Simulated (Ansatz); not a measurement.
Reactions of CH3FGeO, SMILES `F[CH]1[O][GeH2]1`.

Computed with Ansatz on PBE0-D4/def2-TZVP structures; ΔE is electronic, products minus reactants. CBS: MP2 limit from def2 TZ/QZ plus the TZ coupled-cluster correction, frozen cores. This one scheme is used for every species, atoms too. DFT in def2-TZVPP. Open shells (•) are unrestricted, without spin–orbit coupling. Spin–orbit coupling would lower the free atoms: a little for C, F, O; clearly for Ge. Elements past krypton have def2 core potentials. For Ge, Sn outer-core shells are correlated without core-valence functions, so the limit isn't a true one: a few kJ/mol of doubt a bond, and 10 to 20 or more in all where bonds break to atoms. Scalar relativity is left out up to krypton. One conformer a species, not always the lowest.

| reaction | PBE0-D4 (kJ/mol) | CCSD/CBS(def2) (kJ/mol) | CCSD(T)/CBS(def2) (kJ/mol) |
| --- | --- | --- | --- |
| `F[CH]1[O][GeH2]1` + SiH₄ → `[SiH3][CH]1[O][GeH2]1` + H–F | -45 | -61 | -62 |
| `F[CH]1[O][GeH2]1` → C• + F• + Ge• + 3 H• + O• | 2327 | 2284 | 2341 |
| `F[CH]1[O][GeH2]1` → `C[O][Ge][F]` | -270 | -293 | -285 |
| `F[CH]1[O][GeH2]1` + `[SnH4]` → `[SnH3][CH]1[O][GeH2]1` + H–F | -24 | -48 | -50 |

Largest T1 diagnostic: 0.015, for `F[CH]1[O][GeH2]1`.
